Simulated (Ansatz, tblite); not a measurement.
Removing and adding an electron: cis-[IrF2(NH3)4]+ (IrN4F2H12⁺). The state is a singlet with charge 1. Geometry: PBE0-D4/def2-SVP. Ansatz, gas phase; energy differences of separate SCF runs; the oxidised species was run as a doublet alone; the reduced species was run as a doublet alone.

```xyz
19

Ir    0.248   -0.003   -0.122
F     0.835   -0.750   -1.841
N    -0.234    0.842    1.736
H     0.686    1.213    2.018
H    -0.546    0.208    2.474
H    -0.891    1.624    1.740
F     1.980    0.719    0.458
N    -1.532   -0.823   -0.868
H    -1.199   -1.207   -1.765
H    -2.295   -0.177   -1.078
H    -1.950   -1.593   -0.344
N     0.948   -1.789    0.669
H     1.837   -1.541    1.120
H     1.201   -2.351   -0.152
H     0.417   -2.379    1.311
N     0.081    1.778   -1.174
H    -0.741    2.383   -1.151
H     0.263    1.518   -2.151
H     0.895    2.329   -0.877
```

In the def2 sets Ir takes a core potential; there is no spin–orbit coupling. The xTB rows come from tblite.

Estimate orbital energies and vertical ionisation energies and electron affinities at: GFN1-xTB; GFN2-xTB; PBE-D4/def2-TZVP; r2SCAN-D4/def2-TZVP; PBE0-D4/def2-TZVP.


| level | −HOMO (eV) | vertical IE (eV) | −LUMO (eV) | vertical EA (eV) | HOMO–LUMO gap (eV) | IE − EA (eV) |
| --- | --- | --- | --- | --- | --- | --- |
| GFN1-xTB | 15.12 | 18.45 | 11.67 | 8.42 | 3.45 | 10.03 |
| GFN2-xTB | 13.69 | 17.08 | 10.85 | 7.62 | 2.83 | 9.46 |
| PBE-D4/def2-TZVP | 8.54 | 11.80 | 4.93 | 3.12 | 3.61 | 8.68 |
| r2SCAN-D4/def2-TZVP | 8.82 | 11.87 | 4.62 | 2.88 | 4.20 | 8.99 |
| PBE0-D4/def2-TZVP | 10.20 | 12.17 | 4.12 | 2.85 | 6.08 | 9.32 |

Relaxing the reduced species (PBE0-D4/def2-SVP) changes its energy by -0.20 eV at PBE0-D4/def2-TZVP, so the adiabatic electron affinity to this nearest minimum is 3.05 eV. At PBE-D4/def2-TZVP it is 3.33 eV.   Raw xTB energy differences between charge states are shifted by several eV; the methods need an empirical correction for them.
